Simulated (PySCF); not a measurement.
**Co: ionisation energy**

Co [Ar] 3d7 4s2 (4F) → Co+ [Ar] 3d8 (3F), as a difference of total energies. Calculation: PySCF 2.14, in cc-pVDZ-DK (6s5p3d1f, 43 functions); the spin-free X2C one-electron Hamiltonian (Gaussian nucleus). Correlated levels: valence: [Ar] frozen. The calculations carry no spin-orbit coupling.

```tsv
method	ionisation energy (eV)	error (eV)
UHF	8.280	+0.411
MN15	7.449	-0.420
M06-2X	8.380	+0.511
MP2 (valence)	7.435	-0.434
SCS-MP2 (valence)	7.518	-0.351
```

Reference: 7.869 eV (measured; NIST levels, between the centres of gravity of the two terms).

Errors of the correlated levels include the incompleteness of this basis and the frozen core.

MP2 underrates the near-degeneracy of ns² with np² in the lower species.
